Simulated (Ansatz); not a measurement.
Consider the ligand exchange at a Ga–Cl bond: `N#[C][GaH][Cl]` + H–F → `N#[C][GaH][F]` + HCl.

Computed with Ansatz on PBE0-D4/def2-TZVP structures; ΔE is electronic, products minus reactants. CCSD(T)/CBS is the MP2 limit (def2-TZVPP, def2-QZVPP) plus CCSD(T) − MP2 in def2-TZVPP, frozen cores. This one scheme is used for every species. Functionals use def2-TZVPP. For Ga outer-core shells are correlated without core-valence functions, which leaves a few kJ/mol of doubt a bond. Scalar relativity is left out up to krypton.

CCSD(T)/CBS gives +8.5 kcal/mol.

Question: Another level gave +7.4 kcal/mol. Which?
A. PBE-QIDH/def2-TZVPP
B. RPA@PBE/def2-TZVPP
C. HF/def2-TZVPP
D. BLYP/def2-TZVPP

Answer: C. HF/def2-TZVPP 7.4, PBE-QIDH 8.7, RPA@PBE/def2-TZVPP 6.1, BLYP 4.5 kcal/mol.

Largest T1 diagnostic among the species: 0.015.

Leaving LDA and LC-ωPBE aside and taking each functional with its dispersion term where it has one, the values, not all of them listed here, spread over 3.2 kcal/mol, from BLYP-D4 to HSE06-D4. LDA lies +0.7 kcal/mol from PBE without D4. At CCSD(T), def2-SVP lies −3.7 kcal/mol from the extrapolated value and def2-TZVPP −1.3 kcal/mol.
